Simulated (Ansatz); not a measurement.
Cost and result for the atomization energy of C2H4INSi (`C=C1N[SiH]1I`) (9 atoms, 9 bonds).

Cartesian coordinates in Å:
```
C -1.281 1.061 -0.542
C -0.397 0.232 -0.010
N 0.644 0.307 0.933
Si 0.620 -1.240 0.232
I 2.267 -1.899 -1.413
H -1.324 2.109 -0.259
H -1.987 0.704 -1.279
H 1.138 1.127 1.247
H 0.319 -2.401 1.091
```

Charge 0, multiplicity 1. Correlated methods include outer-core shells of I, which these sets cover unevenly. I: def2 effective core potential. The geometry is a stationary point of PBE0-D4/def2-TZVP. Program: Ansatz. All runs use 4 threads of an Intel Xeon Platinum 8488C on a shared host. Times are those of one run each, without the atoms' runs, and a repeat can differ threefold. Electronic energies, without spin–orbit coupling; frozen cores. CCSD(T)/CBS adds CCSD(T) − MP2 in def2-TZVPP to the MP2 limit, and its time is that of the two runs behind it. T1 = 0.012. With those shells the extrapolation isn't a true limit. B3LYP takes the VWN-RPA correlation (the form of Gaussian; ORCA's B3LYP/G).

CCSD(T)/CBS is a level of theory with its own doubt, some kJ/mol a heavy atom from the limit and from the frozen cores, so smaller differences don't rank the functionals.

| level | functions | wall time | atomization (kcal/mol) | difference from CCSD(T)/CBS | per bond |
| --- | --- | --- | --- | --- | --- |
| PBE-D4/def2-TZVPP (with forces) | 241 | 1.8 s | 811.0 | 28.0 | 3.1 |
| PBE0-D4/def2-TZVPP | 241 | 2.5 s | 791.2 | 8.2 | 0.9 |
| r2SCAN-D4/def2-TZVPP (with forces) | 241 | 3.1 s | 787.1 | 4.1 | 0.5 |
| B3LYP-D4/def2-TZVPP (with forces) | 241 | 3.6 s | 783.6 | 0.6 | 0.1 |
| ωB97X-V/def2-TZVPP | 241 | 5.5 s | 785.7 | 2.7 | 0.3 |
| B2PLYP/def2-TZVPP | 241 | 6 s | 773.6 | -9.4 | -1.1 |
| ωB97M-V/def2-TZVPP (with forces) | 241 | 8.5 s | 784.5 | 1.5 | 0.2 |
| MP2/def2-QZVPP | 443 | 15 s | 792.8 | 9.8 | 1.1 |
| CCSD(T)/def2-TZVPP | 241 | 2 min | 755.3 | -27.7 | -3.1 |
| CCSD(T)/CBS(def2) | – | 2.3 min | 783.0 | 0.0 | 0.0 |

From PBE to PBE0 (25 % exact exchange), in def2-TZVPP and without D4, the atomization energy moves by −19.0 kcal/mol: exact exchange takes away binding that semilocal exchange gives to molecules. The D4 term adds +9.3 kcal/mol with B3LYP and +4.9 kcal/mol with PBE0; it sums over pairs of atoms, weighted by their polarisabilities, and B3LYP, whose exchange is more repulsive, gets the larger term. In def2-TZVPP, CCSD(T) changes the Hartree–Fock value by +219.8 kcal/mol (the triples alone add +17.1 kcal/mol) and MP2 by +240.7 kcal/mol; breaking electron pairs costs correlation energy, which Hartree–Fock lacks.

Spin–orbit coupling would lower the free I atoms strongly, and the atomization energy with them, by more than many differences here.
